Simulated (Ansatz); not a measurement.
Ansatz (a quantum-chemistry and plane-wave program) input (CCSD(T)/cc-pV(Q+d)Z): A basis named .json is the Basis Set Exchange file of that set (core-valence sets with the plain set on hydrogen).

Ansatz 0.2 input:
```yaml
crystal:
  periodic: [false, false, false]
  atoms:
    - {symbol: Cl, position_ang: [0.00000000, 0.00000000, 0.00000000]}
basis:
  gaussian:
    orbitals: cc-pV_Q+d_Z.json
magnetization: {spin_polarized: true, initial_magnetization: 1}
correlation: {method: ccsd_t, frozen_orbitals: {Cl: 1}}
scf: {lower_state_search: full}
```

Output:

```
Functional definition: HF
integrals: 0.05 GiB planned
387 factors; integrals over basis functions are off by at most 1.4e-4 eV
mean field: 0.11 GiB planned
mean field evaluation 1: about -12503.1033 eV, gradient 6.0e0 eV
mean field evaluation 2: about -12503.1054 eV, gradient 6.0e0 eV
mean field evaluation 4: about -12503.3330 eV, gradient 5.9e-1 eV
mean field evaluation 8: about -12503.3370 eV, gradient 4.1e-3 eV
mean field evaluation 16: about -12503.3340 eV, gradient 6.1e-1 eV
mean field evaluation 32: about -12503.3370 eV, gradient 4.0e-3 eV
mean field evaluation 64: about -12503.3370 eV, gradient 7.1e-3 eV
mean field evaluation 96: about -12503.1050 eV, gradient 6.0e0 eV
mean field -12503.33699411 eV, -459.4891594675 hartree, gradient 3.6e-6 eV, S^2 0.760526; 6 other end points of the search recorded, 0 dependent functions left out
1 core orbitals not correlated
reference -12503.33699411 eV, -459.4891594675 hartree; 8, 7 occupied and 55, 56 virtual orbitals, 387 factors
second order -8.41751538 eV of doubles, -0.00000000 eV of singles
coupled cluster: 0.18 GiB planned
cycle   1  -8.81285258 eV  change   -4.0e-1 eV  update   3.9e-2
cycle   2  -8.96639992 eV  change   -1.5e-1 eV  update   1.2e-2
cycle   3  -8.96959691 eV  change   -3.2e-3 eV  update   3.1e-3
cycle   4  -8.96929323 eV  change    3.0e-4 eV  update   6.9e-4
cycle   5  -8.96931135 eV  change   -1.8e-5 eV  update   1.3e-4
cycle   6  -8.96930038 eV  change    1.1e-5 eV  update   3.4e-5
cycle   7  -8.96931219 eV  change   -1.2e-5 eV  update   8.8e-6
perturbative correction -0.23753336 eV, -0.0087291899 hartree
Total energy: -12512.54383966 eV, -459.8275048005 hartree
```
